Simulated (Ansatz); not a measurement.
System: GeNH5, charge 0, singlet. GeNH5 (SMILES [NH2][GeH3]).
B3LYP-D3(BJ)/def2-TZVP minimum from Ansatz (a program for electronic structure):
```xyz
7

Ge    -0.3608     0.0367     0.0268
N      1.4733    -0.1252    -0.1966
H     -1.0149    -0.9240    -0.9788
H     -0.7169     1.4983    -0.2885
H     -0.8670    -0.3066     1.4499
H      1.8192    -1.0659    -0.0557
H      2.0117     0.4993     0.3904
```
Charge 0, spin multiplicity 1.

Total energies in cc-pVTZ, 14 correlated electrons, 15 frozen orbitals. UHF or UKS for unpaired electrons; spin-orbit terms are left out. Cores are frozen in correlated methods (noble-gas shells, and filled d and f shells in the p block). No relativity.

| method | program | energy (Eh) | minus CCSDT(Q) (mEh) |
|---|---|---|---|
| HF | Ansatz | -2132.78932 | 393.26 |
| MP2 | Ansatz | -2133.13948 | 43.09 |
| CCSD | Ansatz | -2133.16886 | 13.72 |
| CCSD(T) | Ansatz | -2133.18138 | 1.20 |
| CCSDT(Q) | Ansatz | -2133.18258 | 0.00 |

Rough core times of Ansatz's runs on a shared machine: CCSD(T) under 20 s, CCSDT(Q) 30 min.
